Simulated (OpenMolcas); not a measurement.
An OpenMolcas run meant for Tc²⁺ (ANO-RCC-VTZP, X2C; inactive shells 1s 2s 2p 3s 3p 3d 4s 4p; intended active space 5 electrons in 5 orbitals (4d)). One step of its input:

```
&CASPT2
Multistate=1 1
Frozen=8 6
IPEA=2.0
Imaginary=0.1
MaxIter=60
WThr=0.0 0.3 0.05
PrWF=0.5
NoMix
```

The run finished. Its levels beside those of a sound run (SS-CASPT2, IPEA 0.25 Eh, imaginary shift 0.1 Eh (closed shells correlated: 4s 4p)), in cm-1 above each run's lowest level:

```
            Level  This run  Usual run
       4d5 6S 5/2       0.0        0.0
       4d5 4G 5/2     20596      20776
       4d5 4G 7/2     20726      20917
      4d5 4G 11/2     20771      20968
       4d5 4G 9/2     20806      21005
4d5 4P 5/2 [60 %]     23047      22843
4d5 4P 3/2 [62 %]     23332      23148
4d5 4P 1/2 [75 %]     23793      23649
       4d5 4D 7/2     25013      24605
       4d5 4D 1/2     25508      25171
4d5 4D 3/2 [62 %]     25873      25578
4d5 4D 5/2 [62 %]     25904      25597
      4d5 2I 11/2     30739      30873
      4d5 2I 13/2     31033      31199
```

**Question.** Which setting is unsound, and how much does it matter here?

**Answer.** The IPEA shift is far above its usual 0.25 hartree. Against the sound run the excited levels shown move by 230 cm-1 on average and by 410 cm-1 at most.

Term energies are means over components that CASPT2 splits; among the terms shown or strongly mixed into the levels shown the widest spread is 1600 cm-1 (4d5 2I, this run). Some high roots are left out of the spin-orbit mixing, which shifts the levels that they would mix with. Levels of configurations with an s electron are missing; early in the row they begin among the upper levels of the d shell and mix with terms of their name. Only configurations of the active space appear.

A share in square brackets marks a mixed level and gives the weight of the term that names it, the lowest over the columns.
